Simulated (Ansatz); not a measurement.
Ideal-gas functions of BrHOSi, SMILES `O[Si]Br` at 500 K and 1 bar, from an Ansatz frequency run at PBE0-D4/def2-TZVP.

Molar mass 125.0 g/mol, point group Cs (symmetry number 1), electronic degeneracy 1, moments of inertia 24.397, 182.058, 206.456 u Å². Harmonic wavenumbers (cm⁻¹, unscaled): 224, 380, 511, 771, 907, 3849.

Use S(trans) = R[1.5 ln M + 2.5 ln T − 1.1517]; rotational temperatures θ = 24.2544 K / I; S(rot) = R[ln(√π/σ · √(T³/θAθBθC)) + 1.5]; for each mode x = 1.438777 ν̃/T, S = R[x/(eˣ − 1) − ln(1 − e⁻ˣ)] and H = RT x/(eˣ − 1); 1 cm⁻¹ = 0.0119627 kJ/mol; R = 8.31446 J/(mol·K).

Task: By hand: the entropy, in J/(mol·K).

Result: Translation 179.8. Rotation: θ = 0.9942, 0.1332, 0.1175 K, giving 112.0. Vibration, mode by mode: 12.11, 7.97, 5.82, 3.21, 2.36, 0.00, in all 31.5. Electronic 0.0. Sum 323.3 J/(mol·K).

Task: By hand: H − E and G − E in kJ/mol, counted from the electronic energy.

Result: Zero-point energy ½ × 6642 × 0.0119627 = 39.7; thermal vibration 9.1; translation, rotation and pV give 4 RT = 16.6. H − E = 65.4 kJ/mol, and G − E = 65.4 − 500 × 323.3/1000 = -96.2 kJ/mol.

Vibration gives 10 % of the entropy. The sum counts one conformer and one mirror image; others add a mixing term.
